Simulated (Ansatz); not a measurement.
Process, species as SMILES: C[SiH2]O[SiH3] → C[SiH2]O[SiH2-] + H+
Geometries: B3LYP-D3(BJ)/def2-TZVP minima from Ansatz (a quantum-chemistry and plane-wave program), one conformer each, not searched for the lowest.

Property: gas-phase deprotonation energy (electronic energy difference), in kcal/mol. Valence correlation only, unless marked. Spin-orbit coupling is left out. Non-relativistic. Anions need diffuse functions: aug- sets have them; def2-D sets add few; the other sets have none. Basis-set limits of correlation are two-point, X^-3; Hartree-Fock from the larger set.

CCSD(T)/CBS(aug-cc-pV(T+d)Z,aug-cc-pV(Q+d)Z) (Ansatz) gives 381.1 kcal/mol.

Another calculation gave 376.4 kcal/mol. Which level was it?
A. SVWN5/def2-TZVPD (Ansatz)
B. CAM-B3LYP/def2-TZVPD (Ansatz)
C. B97M-V/def2-TZVPD (Ansatz)
D. LC-wPBE/def2-TZVPD (Ansatz)

C, B97M-V/def2-TZVPD (Ansatz). The others give 384.2 (LC-wPBE), 380.9 (CAM-B3LYP), 366.0 (SVWN5) kcal/mol.
